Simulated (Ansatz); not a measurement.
`C=C(C)B(C)F` + H₂ → `CBF` + `C=CC` at 298.15 K and 1 bar (hydrogenolysis of a B–C bond).

Gas-phase electronic energies from Ansatz, PBE0-D4/def2-TZVP geometries. CCSD(T)/CBS adds triple-zeta CCSD(T) − MP2 to the extrapolated MP2 energy (def2 sets, frozen cores). This one scheme is used for every species. Each species was taken in one conformer, which may not be the lowest.

| species | CCSD(T)/CBS energy (Eh) | H − E (kJ/mol) | S (J/(mol·K)) |
| --- | --- | --- | --- |
| `C=C(C)B(C)F` | -281.67365 | 322.1 | 371.3 |
| H₂ | -1.17544 | 35.1 | 130.4 |
| `CBF` | -165.10297 | 148.1 | 274.8 |
| `C=CC` | -117.74610 | 222.5 | 264.5 |

H − E and S are ideal-gas, rigid-rotor, harmonic terms from PBE0-D4/def2-TZVP, for one conformer and one mirror image of each species. The MP2-based limit puts H₂ 0.8 mEh under its directly extrapolated value; such offsets cancel only in part. 1 Eh = 2625.50 kJ/mol, R = 8.31446 J/(mol·K).

By hand: ΔE, ΔH, ΔS and ΔG.

ΔE = (-165.10297) + (-117.74610) − (-281.67365) − (-1.17544) = 0.00002 Eh = 0.1 kJ/mol. Δ(H − E) = 148.1 + 222.5 − 322.1 − 35.1 = 13.4, so ΔH = 13.5 kJ/mol. ΔS = 274.8 + 264.5 − 371.3 − 130.4 = 37.6 J/(mol·K). ΔG = 13.5 − 298.15 × (37.6)/1000 = 2.3 kJ/mol.

By hand: the equilibrium constant, and the temperature at which ΔG would vanish if ΔH and ΔS stayed fixed.

log₁₀ K = −ΔG/(RT ln 10) = -0.4. ΔG = 0 at ΔH/ΔS = 359 K.

TΔS isn't small against ΔH here. The sign of ΔG lies within the doubt. A doubt of 5 kJ/mol in ΔE shifts log₁₀ K by 0.9 here. Other conformers and mirror images would add mixing entropy, several J/(mol·K) or more a flexible species. Modes under 60 cm⁻¹, often nearly free rotors, make the harmonic entropy too high. These are equilibria of isolated gas molecules and say nothing of rates. Largest T1 diagnostic: 0.012 (customary marks: 0.02 for closed shells, 0.045 for open ones).
